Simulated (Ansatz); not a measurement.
Consider the isomerisation: `O[SiH](F)S[SiH2]F` → `F[SiH](F)O[SiH2]S`.

Calculated with Ansatz (gas phase, PBE0-D4/def2-TZVP geometries, no zero-point term in ΔE). CCSD(T)/CBS adds triple-zeta CCSD(T) − MP2 to the extrapolated MP2 energy (def2 sets, frozen cores). Each species was taken in one conformer, which may not be the lowest.

| species | CCSD(T)/CBS(def2) energy (Eh) |
| --- | --- |
| `O[SiH](F)S[SiH2]F` | -1253.34688 |
| `F[SiH](F)O[SiH2]S` | -1253.37132 |

Work out ΔE.

ΔE = (-1253.37132) − (-1253.34688) = -0.02444 Eh = -64.2 kJ/mol.

Largest T1 diagnostic among the species: 0.012.

From PBE to PBE0 (25 % exact exchange), in def2-TZVPP and without D4, ΔE moves by −7.3 kJ/mol. In def2-TZVPP, CCSD(T) changes the Hartree–Fock value by +24.4 kJ/mol (the triples alone add +5.4 kJ/mol) and MP2 by +28.8 kJ/mol. The D4 term adds +6.3 kJ/mol with B3LYP and +3.0 kJ/mol with PBE0; it sums over pairs of atoms, weighted by their polarisabilities, and B3LYP, whose exchange is more repulsive, gets the larger term.

B3LYP here is the variant with VWN-RPA as its local correlation; programs differ in this.
